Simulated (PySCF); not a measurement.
## How methods differ on the excitation energy of Cu

Cu [Ar] 3d10 4s1 (2S) → Cu [Ar] 3d10 4p1 (2P), as a difference of total energies. Computed with PySCF 2.14 in def2-TZVPPD (6s6p4d2f1g, 67 functions), with the non-relativistic Hamiltonian (point nucleus). Correlated levels: valence: [Ar] frozen. The calculations carry no spin-orbit coupling.

| method | excitation energy (cm⁻¹) | difference from reference (cm⁻¹) |
| --- | --- | --- |
| UHF | 24925 | -5776 |
| MP2 (valence) | 29218 | -1483 |
| SCS-MP2 (valence) | 28637 | -2064 |
| CCSD (valence) | 28215 | -2485 |
| CCSD(T) (valence) | 28524 | -2177 |

Reference: 30701 cm⁻¹ (measured; NIST levels, between the centres of gravity of the two terms).

These non-relativistic numbers lack the scalar-relativistic shift.

Errors of the correlated levels include the incompleteness of this basis and the frozen core.
